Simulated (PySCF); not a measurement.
A compound of formula C47H17N has these computed shifts in ppm, with the number of atoms in brackets (GIAO OPBE/pcSseg-1, gas phase, PySCF SCF with an in-house response code, fitting set def2-universal-JFIT, grid level 2, non-relativistic, geometry: GFN2-xTB; 13C, 1H against isolated TMS; 15N against isolated NH3).

15N: 327.5 (1)
1H: 11.52 (1), 11.43 (1), 11.40 (1), 11.06 (1), 10.96 (1), 10.92 (1), 10.85 (1), 10.07 (1), 10.06 (1), 10.03 (1), 10.02 (1), 9.81 (1), 9.81 (1), 9.80 (1), 9.68 (1), 9.67 (1), 9.63 (1)
13C: 141.5 (1), 141.5 (1), 131.7 (1), 130.6 (1), 128.6 (1), 128.4 (1), 128.3 (1), 128.0 (1), 128.0 (1), 127.6 (1), 127.5 (1), 127.4 (1), 126.5 (1), 126.5 (1), 126.4 (1), 126.2 (1), 126.0 (1), 125.6 (1), 125.4 (1), 125.3 (1), 125.2 (1), 125.1 (1), 125.1 (1), 124.9 (1), 124.8 (1), 124.6 (1), 123.1 (1), 122.9 (1), 117.2 (1), 116.7 (1), 115.2 (1), 114.9 (1), 114.4 (1), 114.3 (1), 114.3 (1), 114.3 (1), 114.2 (1), 114.2 (1), 114.0 (1), 113.5 (1), 113.5 (1), 113.3 (1), 113.3 (1), 113.1 (1), 113.0 (1), 112.5 (1), 108.4 (1)

(1) Which structure gave them?

Results:

(1) c1cc2ccc3cc4cc5cc6ccc7ncc8ccc9cc%10cc%11cc%12ccc1c1c2c3c2c4c3c5c4c6c7c8c9c4c%10c3c%11c2c%121. Other isomers were not compared.
